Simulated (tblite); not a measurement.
Species: C5H4F2N2S.
SMILES with atom numbers: `[F:1][CH2:2]/[CH:3]=[C:4](/[F:5])[c:6]1[n:7][cH:8][s:9][n:10]1` (hydrogens: H11, H12 on C2; H13 on C3; H14 on C8)

Computed with GFN2-xTB (tblite), gas phase: nudged elastic band of 9 images (0 to 8), spring 0.2 eV/Å², climbing image at the end, force threshold 0.05 eV/Å. The top image wasn't refined or checked by frequencies; at this threshold it can lie a kcal/mol or more above the true saddle point of the method.

Path: rotation about C6–C4 (substituted aromatic carbon, vinylic C–F carbon), followed by the dihedral N10–C6–C4–F5. Start geometry (image 0):
```
atom  x, y, z in Å
F1     -2.571    1.922    0.735
C2     -1.402    1.265    0.448
C3     -1.681   -0.168    0.156
C4     -0.765   -1.084   -0.157
F5     -1.167   -2.347   -0.395
C6      0.663   -0.875   -0.276
N7      1.207    0.352   -0.062
C8      2.483    0.287   -0.227
S9      3.007   -1.308   -0.650
N10     1.484   -1.851   -0.593
H11    -0.743    1.383    1.317
H12    -0.946    1.774   -0.409
H13    -2.718   -0.468    0.209
H14     3.148    1.118   -0.118
```

The converged band, energies from image 0, some withheld:

```csv
image,dihedral (°),N10–C6 (Å),C6–C4 (Å),C4–F5 (Å),N10–C6–C4 (°),C6–C4–F5 (°),E (cm⁻¹)
0,0,1.314,1.448,1.347,122.0,114.5,0
1,21,1.313,1.451,1.347,121.2,114.4,?
2,42,1.311,1.461,1.348,121.0,114.3,953
3,66,1.309,1.470,1.349,121.0,114.1,?
4,90,1.309,1.475,1.350,121.2,113.9,?
5,114,1.311,1.470,1.350,121.5,113.9,?
6,138,1.314,1.461,1.349,121.7,114.2,1024
7,160,1.317,1.452,1.347,121.7,114.4,358
8,180,1.318,1.447,1.346,121.7,114.3,30
```

Task: Estimate the withheld energies, and name the highest image.

Result: image 1: 299 cm⁻¹; image 3: 1611 cm⁻¹; image 4: 1897 cm⁻¹; image 5: 1644 cm⁻¹. The highest is image 4.

Task: Between which neighbours does the energy rise most, and fall most?

Result: It rises most from image 2 to 3 (+658 cm⁻¹) and falls most from image 6 to 7 (-666 cm⁻¹).

Task: Give the height of the top above the start in other units, and in kT at 298.15 K.

Result: 0.2351 eV = 5.42 kcal/mol = 22.7 kJ/mol = 1897 cm⁻¹, or 9.2 kT.

Task: What forces remain on the atoms at the highest image?

Result: 
```
atom  x, y, z in Å  |  force x, y, z in eV/Å
F1     -2.811    1.863    0.255    0.003   0.020  -0.008
C2     -1.589    1.279    0.053    0.000  -0.004   0.007
C3     -1.682   -0.189    0.313   -0.010  -0.006   0.002
C4     -0.679   -1.043    0.196   -0.007  -0.006  -0.015
F5     -0.887   -2.353    0.445    0.037  -0.005   0.009
C6      0.706   -0.720   -0.193   -0.001   0.010  -0.010
N7      1.634   -0.397    0.734   -0.035  -0.002   0.013
C8      2.761   -0.169    0.151    0.001   0.006   0.011
S9      2.653   -0.350   -1.566    0.000   0.002   0.013
N10     1.080   -0.735   -1.448   -0.005   0.009   0.007
H11    -0.889    1.774    0.738    0.021  -0.022  -0.003
H12    -1.304    1.493   -0.984    0.011  -0.016   0.012
H13    -2.652   -0.554    0.616   -0.016   0.014  -0.007
H14     3.659    0.101    0.668    0.001   0.001  -0.031
```

The largest is 0.038 eV/Å, against the threshold of 0.05 eV/Å on the band's forces.

What follows is the cost of the whole band run. Cost: about 9 s of CPU time on one thread; the machine was shared, so the figure is rough.
